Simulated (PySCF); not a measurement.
Compound: C4H8Se.
Numbering: `[CH2:1]=[CH:2][CH2:3][Se:4][CH3:5]` (hydrogens: H6, H7 on C1; H8 on C2; H9, H10 on C3; H11, H12, H13 on C5)

Geometry (PBE0-D3(BJ)/def2-SVP, Å), atoms numbered from 1 in this order:
```
atom  x, y, z in Å
C1     1.4139    1.1263    0.0238
C2     1.2295   -0.1823    0.2203
C3     0.4606   -1.0711   -0.6886
Se4   -1.2205   -1.6697    0.1356
C5    -2.0607    0.0738    0.2432
H6     1.9700    1.7378    0.7388
H7     1.0216    1.6300   -0.8659
H8     1.6270   -0.6533    1.1272
H9     0.2266   -0.5828   -1.6464
H10    1.0004   -2.0068   -0.9010
H11   -1.4014    0.7788    0.7689
H12   -2.3010    0.4556   -0.7588
H13   -2.9897   -0.0513    0.8156
```

Method used: PySCF 2.14.0, PBE0-D3(BJ)/def2-SVP geometry optimisation, gas phase.

Masses are those of the commonest isotopes; rigid-rotor values at the optimised geometry. The values belong to one conformer with, in the numbering `[CH2:1]=[CH:2][CH2:3][Se:4][CH3:5]`, C1–C2–C3–Se4 -111°, C2–C3–Se4–C5 65°.

**Question.** Give the principal moments of inertia and the rotational constants in cm⁻¹.

**Answer.** Ia = 83.85, Ib = 265.41, Ic = 321.72 u·Å²; 505379 MHz·u·Å²/I gives 6027, 1904 and 1571 MHz, that is A = 0.20104, B = 0.06351, C = 0.05240 cm⁻¹.

**Question.** Classify the top.

**Answer.** An asymmetric top. Ray's parameter κ = (2B − A − C)/(A − C) = -0.850; −1 is the prolate and +1 the oblate limit.

**Question.** What does the inertial defect say?

**Answer.** Not planar: Δ = Ic − Ia − Ib = -27.55 u·Å². For a rigid frame Δ = −2 Σ m c², so Σ m c² = 13.77 u·Å² lies off the ab plane: 7.92 from hydrogen and 5.86 from heavier atoms. The atom farthest from that plane is 1.60 Å away.

**Question.** Give the other two planar moments, Paa and Pbb, and the rms extents of the mass along the axes.

**Answer.** Paa = Σ m a² = (Ib + Ic − Ia)/2 = 251.64 and Pbb = Σ m b² = (Ia + Ic − Ib)/2 = 70.08 u·Å². With the mass M = 135.98 u, the rms extents √(P/M) along a, b and c are 1.36, 0.72, 0.32 Å.

**Question.** Predict some low-J microwave lines.

**Answer.** The dipole components are |μa| = 0.92 D, |μb| = 0.64 D, |μc| = 0.41 D. Intensities carry the squares of the components, which stand as 1.00 : 0.48 : 0.20 (a : b : c). Some lines, for components of 0.1 D or more:

| type | branch | J(Ka,Kc) | MHz | lower level (cm⁻¹) |
| --- | --- | --- | --- | --- |
| a | Q | 2(1,1) ← 2(1,2) | 1000 | 0.474 |
| a | R | 1(0,1) ← 0(0,0) | 3475 | 0.000 |
| c | Q | 1(1,1) ← 1(0,1) | 4123 | 0.116 |
| b | Q | 1(1,0) ← 1(0,1) | 4456 | 0.116 |
| b | Q | 2(1,1) ← 2(0,2) | 4809 | 0.347 |
| a | R | 2(1,2) ← 1(1,1) | 6617 | 0.253 |
| a | R | 2(0,2) ← 1(0,1) | 6931 | 0.116 |
| b | R | 1(1,1) ← 0(0,0) | 7598 | 0.000 |
| b | R | 2(1,2) ← 1(0,1) | 10740 | 0.116 |
| c | R | 2(1,1) ← 1(0,1) | 11739 | 0.116 |
| c | Q | 2(2,1) ← 2(1,1) | 12369 | 0.508 |
| b | Q | 2(2,0) ← 2(1,1) | 12388 | 0.508 |
| b | Q | 2(2,1) ← 2(1,2) | 13369 | 0.474 |
| b | R | 2(2,1) ← 1(1,0) | 19652 | 0.265 |
| c | R | 2(2,0) ← 1(1,0) | 19672 | 0.265 |
| b | R | 2(2,0) ← 1(1,1) | 20005 | 0.253 |

**Question.** Estimate the classical rotational partition function at 10 K, 200 K and 298.15 K.

**Answer.** Point group C1, symmetry number σ = 1; q = (√π/σ)·√((kT/h)³/(ABC)), k/h = 20836.6 MHz/K: 1260 at 10 K, 112000 at 200 K, 204000 at 298.15 K.

PBE0-D3(BJ)/def2-SVP frequencies: not computed here. Zero-point vibration and centrifugal distortion are left out. A rigid rotor knows nothing of internal rotation, which can split or shift real lines.

The run took 39 s of wall time on Arm Neoverse V1, one thread, on a shared host. These figures are those of the optimisation.
